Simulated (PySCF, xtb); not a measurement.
ammonium (H4N), SMILES [NH4+], charge +1.

GFN2-xTB in xtb 6.7.1 at its own geometry gives an orbital gap of 14.58 eV.

Coordinates come from a r2SCAN-D4/def2-TZVPD optimisation.

What does PySCF with M06-2X/def2-TZVPD give? (An estimate is asked for; the answer gives what the named calculation found.)

gap 18.77 eV (levels -24.38 and -5.61 eV).
